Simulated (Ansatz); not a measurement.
`CB(O)SCO` + `BC[SiH3]` → `BB(C)O` + `OCSC[SiH3]`  (redistribution)

Calculated with Ansatz (gas phase, PBE0-D4/def2-TZVP geometries, no zero-point term in ΔE). CCSD(T)/CBS is the MP2 limit (def2-TZVPP, def2-QZVPP) plus CCSD(T) − MP2 in def2-TZVPP, frozen cores. DFT in def2-TZVPP. B3LYP here is the variant with VWN-RPA as its local correlation; programs differ in this. One conformer a species, not always the lowest.

`CB(O)SCO`:

Z-matrix (Å, degrees):
```
C
B 1 1.569
H 1 1.092 2 110.3
H 1 1.096 2 110.1 3 -118.4
H 1 1.093 2 114.1 3 122.1
O 2 1.361 1 117.8 3 13.8
S 2 1.821 1 124.8 3 -167.3
H 6 0.961 2 114.5 1 178.5
C 7 1.823 2 103.6 1 2.6
O 9 1.392 7 114.3 2 91.5
H 9 1.090 7 106.0 2 -151.2
H 9 1.093 7 107.8 2 -34.7
H 10 0.961 9 108.7 7 -58.8
```

`BC[SiH3]`:

Z-matrix (Å, degrees):
```
C
Si 1 1.896
B 1 1.532 2 106.4
H 1 1.094 2 104.2 3 -121.9
H 1 1.094 2 104.4 3 122.1
H 2 1.486 1 111.0 3 -59.0
H 2 1.486 1 110.8 3 62.0
H 2 1.486 1 108.7 3 -178.5
H 3 1.198 1 120.6 2 88.6
H 3 1.198 1 120.7 2 -87.3
```

`BB(C)O`:

Z-matrix (Å, degrees):
```
C
B 1 1.575
H 1 1.093 2 113.8
H 1 1.094 2 111.5 3 123.7
H 1 1.097 2 108.5 3 -118.0
O 2 1.367 1 115.8 3 -144.8
B 2 1.681 1 118.7 3 36.1
H 6 0.959 2 114.4 1 -178.3
H 7 1.201 2 121.9 1 -90.6
H 7 1.200 2 122.5 1 85.1
```

`OCSC[SiH3]`:

Cartesian coordinates in Å:
```
O 1.960 0.027 -1.443
C 0.848 -0.813 -1.322
S -0.734 0.052 -1.299
C -0.545 0.985 0.243
Si -0.998 -0.069 1.732
H 1.837 0.572 -2.226
H 0.981 -1.371 -0.394
H 0.762 -1.525 -2.151
H 0.474 1.376 0.290
H -1.216 1.845 0.173
H -0.194 -1.319 1.734
H -0.736 0.663 3.003
H -2.439 -0.420 1.661
```

| species | B3LYP energy (Eh) |
| --- | --- |
| `CB(O)SCO` | -654.14581 |
| `BC[SiH3]` | -356.70542 |
| `BB(C)O` | -166.73748 |
| `OCSC[SiH3]` | -844.05232 |

Q: Work out ΔE.

A: ΔE = (-166.73748) + (-844.05232) − (-654.14581) − (-356.70542) = 0.06143 Eh = +161.3 kJ/mol. CCSD(T)/CBS gives +164.7 kJ/mol.

Largest T1 diagnostic among the species: 0.012.

In def2-TZVPP, CCSD(T) changes the Hartree–Fock value by +6.2 kJ/mol (the triples alone add +2.1 kJ/mol) and MP2 by +13.5 kJ/mol.
